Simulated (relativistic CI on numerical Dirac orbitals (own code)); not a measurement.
## Calculated levels, Te⁴⁺

Method of calculation: Dirac-Coulomb-Breit CI, separate exchange-only KLI orbitals for each configuration, QED by a radiative potential, valence Slater integrals scaled by 0.85, P86 correlation energy added to each configuration (own radial code, finite nucleus).

CI space (outside the closed core [Kr]): 4d¹⁰5s², 4d¹⁰5s5p, 4d¹⁰5p², 4d¹⁰5s5d, 4d¹⁰5d², 4d¹⁰5s5f, 4d¹⁰5s5g, 4d¹⁰5p5d, 4d¹⁰4f², 4d¹⁰5s6s, 4d¹⁰5s4f, 4d¹⁰4f5p, 4d¹⁰5s6p, 4d¹⁰5f², 4d¹⁰5s6d, 4d¹⁰5s7s, 4d¹⁰5p5f, 4d⁹5s²4f, 4d¹⁰5g², 4d¹⁰5p6s, 4d¹⁰5s7p, 4d¹⁰5p5g, 4d¹⁰4f5d, 4d¹⁰5s7d, 4d¹⁰5s6f, 4d¹⁰5s8s, 4d⁹5s²5p, 4d¹⁰5d5f, 4d¹⁰4f5f, 4d¹⁰5d5g, 4d¹⁰4f5g. Double excitations out of closed p, d and f shells are left out; levels of such configurations are missing from the list, as are those of other unlisted configurations, and high levels can miss mixing partners. These lack a partner that the ground configuration has and come out too high: 4d⁹5s²4f, 4d⁹5s²5p.

```
No.  Configuration  Term  J  E (cm⁻¹)    %  Next component (%)  Landé g
  1        4d¹⁰5s²    ¹S  0         0   98        2 4d¹⁰5p² ¹S         
  2       4d¹⁰5s5p   ³P°  0     70492  100                             
  3       4d¹⁰5s5p   ³P°  1     73342   98               2 ¹P°    1.491
  4       4d¹⁰5s5p   ³P°  2     80951  100                        1.501
  5       4d¹⁰5s5p   ¹P°  1    107808   95               2 ³P°    1.009
  6        4d¹⁰5p²    ³P  0    174013   94                6 ¹S         
  7        4d¹⁰5p²    ¹D  2    178585   62               23 ³P    1.114
  8        4d¹⁰5p²    ³P  1    179699  100                        1.501
  9        4d¹⁰5p²    ³P  2    188696   77               16 ¹D    1.385
 10       4d¹⁰5s5d    ³D  1    211808   99       1 4d¹⁰4f5p ³D    0.499
 11        4d¹⁰5p²    ¹S  0    212041   90                6 ³P         
 12       4d¹⁰5s5d    ³D  2    212291   99       1 4d¹⁰4f5p ³D    1.167
 13       4d¹⁰5s5d    ³D  3    213069   99       1 4d¹⁰4f5p ³D    1.334
 14       4d¹⁰5s5d    ¹D  2    229405   76       20 4d¹⁰5p² ¹D    1.001
 15       4d¹⁰5s6s    ³S  1    236594  100                        2.002
 16       4d¹⁰5s6s    ¹S  0    243350  100                             
 17       4d¹⁰5s4f   ³F°  2    257046   96      4 4d¹⁰5p5d ³F°    0.666
 18       4d¹⁰5s4f   ³F°  3    257080   96      3 4d¹⁰5p5d ³F°    1.083
 19       4d¹⁰5s4f   ³F°  4    257142   97      2 4d¹⁰5p5d ³F°    1.250
 20       4d¹⁰5s4f   ¹F°  3    260411   93      6 4d¹⁰5p5d ¹F°    1.001
 21       4d¹⁰5s6p   ³P°  0    268734   99      1 4d¹⁰5p6s ³P°         
 22       4d¹⁰5s6p   ³P°  1    269278   86              13 ¹P°    1.435
 23       4d¹⁰5s6p   ³P°  2    272185   99      1 4d¹⁰5p5d ³P°    1.501
 24       4d¹⁰5s6p   ¹P°  1    273830   84              13 ³P°    1.066
 25       4d¹⁰5p5d   ³F°  2    294910   75              21 ¹D°    0.743
 26       4d¹⁰5p5d   ³F°  3    299666   90               5 ³D°    1.094
 27       4d¹⁰5p5d   ¹D°  2    301623   57              17 ³P°    1.052
 28       4d¹⁰5p5d   ³F°  4    305790   97      2 4d¹⁰5s4f ³F°    1.250
 29       4d¹⁰5p5d   ³D°  1    307258   70              23 ³P°    0.767
 30       4d¹⁰5p5d   ³D°  2    309740   37              35 ³P°    1.221
 31       4d¹⁰5p5d   ³D°  3    314533   93               5 ³F°    1.316
 32       4d¹⁰5p5d   ³P°  0    314786   98      1 4d¹⁰5p6s ³P°         
 33       4d¹⁰5p5d   ³P°  1    315094   73              25 ³D°    1.244
 34       4d¹⁰5p5d   ³D°  2    315457   52              45 ³P°    1.317
 35       4d¹⁰5s6d    ³D  1    319894   99                        0.499
 36       4d¹⁰5s6d    ³D  2    320050   97                2 ¹D    1.164
 37       4d¹⁰5s6d    ³D  3    320385   99       1 4d¹⁰4f5p ³D    1.334
 38       4d¹⁰5s6d    ¹D  2    322274   95       3 4d¹⁰4f5p ¹D    1.003
 39       4d¹⁰5p5d   ¹P°  1    328783   50     23 4d¹⁰5p6s ³P°    1.107
 40       4d¹⁰5s7s    ³S  1    329485  100                        2.002
 41       4d¹⁰5p6s   ³P°  0    329779   97      2 4d¹⁰5s7p ³P°         
 42       4d¹⁰5s7s    ¹S  0    331976  100                             
 43       4d¹⁰5p6s   ³P°  1    332055   56     34 4d¹⁰5p5d ¹P°    1.286
 44       4d¹⁰5s5f   ¹F°  3    332118   59     34 4d¹⁰5p5d ¹F°    1.006
 45       4d¹⁰5s5f   ³F°  4    332382   99                        1.250
```

Energies count from the lowest computed level; ° marks odd parity.

The mean weight of the leading LS term, summed over parents, in these 45 levels is 87 %, and that of the leading jj configuration (from the same eigenvectors) 82 %.

At this charge configurations can still be misplaced by up to about 7 % of their energy. Levels and lines within the n = 5 or 6 shells can be off by up to 10 % or somewhat more, and those that change n by about 2 %, since core polarisation is missing. 9 of the 9 excited levels that our extract of the measured tables holds in this range could be paired (the sources list more); they are missed by 3642 cm⁻¹ on average and 4243 at most, and levels without a partner can miss by more.

LS names give the leading component of a level, which can be under half, so a name can repeat, a term be missing and a line seem to break the LS rules.
